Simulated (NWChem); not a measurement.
Species: CH₅AlClN; SMILES [CH3][Al]([NH2])[Cl]

```xyz
9

Al    -0.0429    -0.3983    -0.0002
Cl     0.1146     1.7249     0.0001
C      1.5542    -1.5191     0.0003
H      2.1679    -1.3294    -0.9050
H      1.3113    -2.6008     0.0287
H      2.1959    -1.2882     0.8761
N     -1.6998    -1.0437     0.0007
H     -1.9457    -2.0358    -0.0056
H     -2.5469    -0.4715    -0.0001
```
Atoms are numbered in this order, from 1.

Results from NWChem. The geometry was optimised at PBE-D3(BJ)/def2-SVP.

For level B3LYP/def2-TZVP:

| Property | Value |
|---|---|
| highest occupied level (eV) | -7.30 |
| orbital gap (eV) | 6.91 |

Q: What are these values for level LC-BLYP (range parameter 0.33 per bohr)/def2-TZVP?

A: 
- highest occupied level (eV): -10.01
- orbital gap (eV): 11.48
